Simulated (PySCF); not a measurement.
OSr, SMILES [O]=[Sr]. Coordinates come from a B3LYP-D3(BJ)/def2-TZVPD optimisation. The def2 effective core potentials stand for the cores of Sr; spin–orbit coupling is left out.

Calculation: B3LYP-D3(BJ)/def2-TZVPD (PySCF).

Harmonic wavenumbers (cm⁻¹): 667. Rotational constants (GHz): 9.943 (linear); symmetry number 1.

### Question
Work out the zero-point energy and the ideal-gas rigid-rotor harmonic-oscillator thermochemistry at 298.15 K and 1 atm.

### Answer
ZPE = ½ Σ hcν = ½ × 667 cm⁻¹ = 0.95 kcal/mol. H − E(el) = 3.11 kcal/mol. Entropy in cal/(mol K): translation 39.82, rotation 14.78, vibration 0.35, total 54.95. G − E(el) = -13.28 kcal/mol. Cp = 7.85 cal/(mol K).
